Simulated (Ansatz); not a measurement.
Start from `CO[B]([AlH2])[SiH3]` and change one atom or group to get `COB([SiH3])Cl`.

Ansatz, PBE0-D4/def2-TZVP geometries, multiplicity 1. Each molecule was computed in one conformer, which needn't be the lowest.

```
                                          property  `CO[B]([AlH2])[SiH3]`
               HOMO energy (B3LYP/def2-TZVPP) / eV                  -6.33
               LUMO energy (B3LYP/def2-TZVPP) / eV                  -1.98
size of the dipole moment (ωB97M-V/def2-TZVPP) / D                   2.60
              HOMO–LUMO gap (PBE0/def2-TZVPP) / eV                   4.70
             LUMO energy (ωB97M-V/def2-TZVPP) / eV                  -0.17
             HOMO–LUMO gap (B3LYP/def2-TZVPP) / eV                   4.35
```

Question: What does the change do to each property? (An estimate is asked.)

Answer: The calculation gave: 
```
                                          property  `COB([SiH3])Cl`  shift
               HOMO energy (B3LYP/def2-TZVPP) / eV            -7.89  -1.56
               LUMO energy (B3LYP/def2-TZVPP) / eV            -1.11   0.87
size of the dipole moment (ωB97M-V/def2-TZVPP) / D             2.13  -0.47
              HOMO–LUMO gap (PBE0/def2-TZVPP) / eV             7.17   2.47
             LUMO energy (ωB97M-V/def2-TZVPP) / eV             1.05   1.22
             HOMO–LUMO gap (B3LYP/def2-TZVPP) / eV             6.77   2.42
```

With PBE0 the HOMO falls by 1.60 eV and the LUMO rises by 0.87 eV, so the gap widens by about 2.47 eV. PBE moves the HOMO by -1.41 eV and ωB97M-V by -1.72 eV. Dipoles are sizes alone; their direction can turn.

B3LYP here is the variant with VWN-RPA as its local correlation; programs differ in this.
